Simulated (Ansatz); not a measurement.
Predict a relaxed structure of `O[Si](O)(O)CCC(F)(F)C(F)(F)C(F)(F)C(F)(F)C(F)(F)C(F)(F)F`, charge 0, singlet, at PBE-D4/def2-SVP (Ansatz).


```xyz
32

O     2.831   -1.005    1.222
Si    2.076   -2.308    1.955
O     3.114   -3.589    2.203
O     1.536   -1.802    3.459
C     0.695   -3.062    0.910
C    -0.680   -2.381    0.950
C    -0.772   -0.907    0.581
F    -2.068   -0.500    0.752
F     0.009   -0.137    1.413
C    -0.379   -0.549   -0.883
F    -1.217   -1.194   -1.724
F     0.895   -1.011   -1.122
C    -0.314    0.969   -1.292
F     0.718    1.540   -0.623
F    -0.033    0.977   -2.621
C    -1.593    1.829   -1.052
F    -1.683    2.116    0.267
F    -2.679    1.113   -1.434
C    -1.675    3.185   -1.845
F    -1.812    2.918   -3.163
F    -2.799    3.802   -1.402
C    -0.497    4.192   -1.671
F    -0.846    5.363   -2.224
F     0.607    3.739   -2.287
F    -0.229    4.386   -0.371
H     2.535   -0.822    0.314
H     3.880   -3.385    2.766
H     1.257   -0.869    3.457
H     0.573   -4.089    1.315
H     1.050   -3.197   -0.132
H    -1.411   -2.904    0.300
H    -1.090   -2.415    1.981
```
 This is one stationary point.
